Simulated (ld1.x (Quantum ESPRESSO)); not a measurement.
# Varying the TM potential for vanadium (V)

Base potential:

```json
{
 "Element": "V",
 "Generator": "ld1.x (Quantum ESPRESSO) 7.5",
 "Type": "norm-conserving Troullier–Martins (Kleinman–Bylander form)",
 "Functional": "LDA (PZ)",
 "Relativity": "scalar-relativistic",
 "Frozen core": "[Ne] 3s2",
 "Valence charge": "11",
 "Reference configuration": "3p6 3d4 4s1 4p0",
 "Partial waves": "4s (bound): rc 2.90 bohr; 3p (bound): rc 1.35 bohr; 3d (bound): rc 1.70 bohr",
 "Local potential": "all-electron potential smoothed inside 2.35 bohr (lloc = -1)",
 "Core correction": "Bessel-smoothed model core, default radius (core density twice the valence density)"
}
```

All-electron outer shells of the reference configuration (LDA (PZ), scalar-relativistic, ld1.x):

| shell | level (eV) | outermost node (bohr) | outermost maximum (bohr) |
| --- | --- | --- | --- |
| 2p | -498.73 | – | 0.21 |
| 3s | -66.17 | 0.38 | 0.82 |
| 3p | -40.44 | 0.35 | 0.85 |
| 4s | -4.05 | 1.19 | 2.86 |
| 3d | -2.63 | – | 0.92 |
| 4p | -1.14 | 1.33 | 4.01 |

Cutoffs, loose and tight: the cutoffs (Ry, on a coarse ladder) from which the occupation-weighted sum of valence levels, in a spherical-Bessel basis at the reference potential, stays within 10 and 1 mRy of its value at 400 Ry. They do not see the model core or the augmentation charge, which bear on the density cutoff. Test errors are all-electron minus pseudo excitation energies from the reference, over the configurations 3p6 3d3 4s2 4p0; 3p6 3d3 4s1 4p0; 3p6 3d3 4s0 4p0; 3p6 3d4 4s0 4p0; 3p6 3d3 4s1.5 4p0; 3p6 3d3 4s0 4p2; 3p6 3d2 4s2 4p1 (two spin-polarised tests are not counted in the largest error). A dash means not determined; rows that change the core or the reference have their own tests. The largest error is taken over the tests solved by every variant that gives reliable tests at all: 3p6 3d2 4s2 4p1; 3p6 3d3 4s0 4p0; 3p6 3d3 4s1.5 4p0; 3p6 3d3 4s2 4p0; 3p6 3d4 4s0 4p0.

A true bound ghost makes a file unfit for plane-wave use even where its test errors are small: the radial tests pick states by their node count and pass the ghost by.

The default core radius of the base comes out at 0.49 bohr.

```tsv
change	outcome	cutoff, loose	cutoff, tight	bound ghosts	largest test error (meV)
base	generated	70 Ry	100 Ry	none	-159
reference 3p6 3d3 4s1 4p0	generated	70 Ry	90 Ry	none	-299
type RRKJ; local potential all-electron potential smoothed inside 1.50 bohr (lloc = -1); rho0 0.01	generated	55 Ry	90 Ry	s	-41
core correction Bessel-smoothed model core inside 1.32 bohr	generated	70 Ry	100 Ry	none	-158
wave 3p (bound): rc 1.35 bohr becomes 3p (bound): rc 0.88 bohr	generated	100 Ry	180 Ry	none	-162
functional revPBE	generated	70 Ry	90 Ry	none	-177
```

Problem. What comes out with this change to the base: local potential all-electron potential smoothed inside 2.25 bohr (lloc = -2)?

Solution. outcome: generated; cutoff, loose: 70 Ry; cutoff, tight: 100 Ry; bound ghosts: none; largest test error (meV): -422.

Problem. What comes out with this change to the base: wave 3d (bound): rc 1.70 bohr becomes 3d (bound): rc 1.86 bohr?

Solution. outcome: generated; cutoff, loose: 70 Ry; cutoff, tight: 100 Ry; bound ghosts: none; largest test error (meV): -112.

Problem. What comes out with this change to the base: all radii but the core radius scaled by about 1.21 (s 3.52, p 1.64, d 2.06 bohr); local potential all-electron potential smoothed inside 2.84 bohr (lloc = -1)?

Solution. outcome: generated; cutoff, loose: 55 Ry; cutoff, tight: 90 Ry; bound ghosts: none; largest test error (meV): -110.
